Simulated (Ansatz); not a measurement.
The same path of a periodic cell of 17 atoms, Nb$_{16}$Pd (surface Nb(100), adsorbate Pd) was run twice with different band settings. Lost on the way: Nb12–Pd17. Made: Nb10–Pd17.

Method: Ansatz, DFT LDA, scalar-relativistic, plane waves, PAW. Settings: cutoff 420 eV, k mesh 3x3x1, gaussian smearing 0.05 eV, no spin polarisation.

Relaxed end points:

```xyz
17
Lattice="6.6000 0.0000 0.0000 0.0000 6.6000 0.0000 0.0000 0.0000 16.9500" Properties=species:S:1:pos:R:3
Nb 1.650 1.650 1.000
Nb 4.950 1.650 1.000
Nb 1.650 4.950 1.000
Nb 4.950 4.950 1.000
Nb 0.007 0.012 2.376
Nb 3.288 0.012 2.375
Nb 0.007 3.293 2.376
Nb 3.288 3.293 2.376
Nb 1.644 1.655 4.047
Nb 4.947 1.653 4.069
Nb 1.647 4.953 4.069
Nb 4.942 4.957 3.958
Nb -0.023 -0.020 5.478
Nb 3.306 -0.007 5.482
Nb -0.032 3.332 5.474
Nb 3.318 3.321 5.478
Pd 4.938 4.961 6.829
```

```xyz
17
Lattice="6.6000 0.0000 0.0000 0.0000 6.6000 0.0000 0.0000 0.0000 16.9500" Properties=species:S:1:pos:R:3
Nb 1.650 1.650 1.000
Nb 4.950 1.650 1.000
Nb 1.650 4.950 1.000
Nb 4.950 4.950 1.000
Nb 0.007 -0.007 2.376
Nb 3.288 -0.007 2.376
Nb 0.007 3.312 2.376
Nb 3.288 3.312 2.375
Nb 1.647 1.653 4.069
Nb 4.942 1.657 3.958
Nb 1.644 4.955 4.047
Nb 4.947 4.953 4.069
Nb -0.032 0.032 5.474
Nb 3.318 0.021 5.478
Nb -0.023 3.280 5.478
Nb 3.306 3.293 5.482
Pd 4.938 8.261 6.829
```

Common settings: optimiser quadratic models (default); force threshold 0.05 eV/Å; end points relaxed; atoms held 1 to 4.

| run | movable images | climbing image | spring | start path | iteration limit |
| --- | --- | --- | --- | --- | --- |
| 1 | 5 | yes | 1.0 eV/Å² | IDPP | 80 |
| 2 | 2 | no | 5.0 eV/Å² | default | 50 |

What does each run give, and how far can it be trusted?

Run 1: converged after 15 iterations, highest image 1.346 eV above the first end. By the program's own check the climbing image is a first-order saddle point (lowest curvatures found: -1.96 and 0.26 eV/Å²).
Run 2: converged after 15 iterations, highest image 0.899 eV above the first end. No image climbed, so the highest image needn't sit at the top of the path. A band with more images between the same ends climbed to 1.35 eV, so this one has probably stepped over the top.
Limits of this set-up: coarse k mesh, thin slab, slab without dipole correction, a typed lattice constant that wasn't relaxed here.
